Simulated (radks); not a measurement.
Question: Numerical settings for the bromine ion Br3+, [Ar] 3d10 4s2 4p2. All-electron calculation, scalar-relativistic Kohn-Sham, PBEsol, spin-polarised, spherical densities, finite nucleus; open shells are filled with parallel spins first; Fermi nuclear charge, rms radius 4.1629 fm. Program: a radial shooting solver on a logarithmic mesh with Libxc functionals. The defaults (mesh step 0.008 in ln r, mesh end at 40 bohr or more with all orbitals vanishing there, Anderson mixing 0.5 over 9 steps, residual threshold near 1e-9 with the energy settled to 1e-9 hartree or 1e-11 of itself, here a cap of 80 iterations) give E = -2602.1675 hartree and 4p at -40.951 eV in 14 iterations. Times are rough (one thread of a shared host). One setting is changed at a time: mesh step in ln r 0.12; mesh step in ln r 0.012; mesh step in ln r 0.05; mesh end (bohr) 400; mesh end (bohr) 3; residual threshold 0.01; residual threshold 0.1; mixing 0.05; linear mixing, mixing 0.05; linear mixing, mixing 1; mixing history 2; iteration cap 2. Which runs fail to converge, and which converge to a wrong energy?

Answer: Not converged within the cap: mesh step in ln r 0.12; linear mixing, mixing 0.05; linear mixing, mixing 1; iteration cap 2. Settings that end as converged yet miss the energy by more than 1 mhartree: mesh end (bohr) 3 (+0.343 hartree).
